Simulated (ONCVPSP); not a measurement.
**Cs (Z = 55): variants of one ONCV potential**

Base potential:

Cs, optimised norm-conserving Vanderbilt (ONCV), made with ONCVPSP 4.0.1 (LDA (Perdew-Zunger), scalar-relativistic). Core [Kr] 4d10, reference 5s2 5p6 6s1. Waves: 5s+6s: rc 2.55 bohr, ncon 4, nbas 8, qcut 5.2 1/bohr, 2 projectors; 5p: rc 2.25 bohr, ncon 5, nbas 10, qcut 3.1 1/bohr, 2 projectors, debl 3.9 Ha; d scattering state at 0.03 Ha: rc 1.90 bohr, ncon 4, nbas 7, qcut 5.6 1/bohr, 1 projector. Local part: polynomial inside 1.75 bohr (lpopt 5, dvloc0 2 Ha). Core correction: none.

Cutoffs, loose and tight: the cutoffs (Ha) at which the residual kinetic energy of the hardest occupied pseudo-wave falls to 1 and 0.1 mHa per electron. They do not see the model core or the augmentation charge, which bear on the density cutoff. Test errors are all-electron minus pseudo excitation energies from the reference, over the configurations 5s2 5p6 6s0; 5s2 5p6 6s0.5; 5s2 5p6 6s0 6p1; 5s1 5p6 6s1. A dash means not determined; rows that change the core or the reference have their own tests.

```
     change    outcome  cutoff, loose  cutoff, tight  bound ghosts  GHOST(+) flags above zero  largest test error (meV)
       base  generated          23 Ha          62 Ha          none                          s                       -19
d: qcut 8.6  generated          23 Ha          62 Ha          none                          s                       -19
```

(1) What comes out with this change to the base: p: ncon 3, nbas 8?

(2) What comes out with this change to the base: p: nbas 9?

Answers

(1) outcome: generated; cutoff, loose: 8.5 Ha; cutoff, tight: 38 Ha; bound ghosts: none; GHOST(+) flags above zero: s; largest test error (meV): -7.3.

(2) outcome: generated; cutoff, loose: 27 Ha; cutoff, tight: 48 Ha; bound ghosts: none; GHOST(+) flags above zero: s; largest test error (meV): -22.
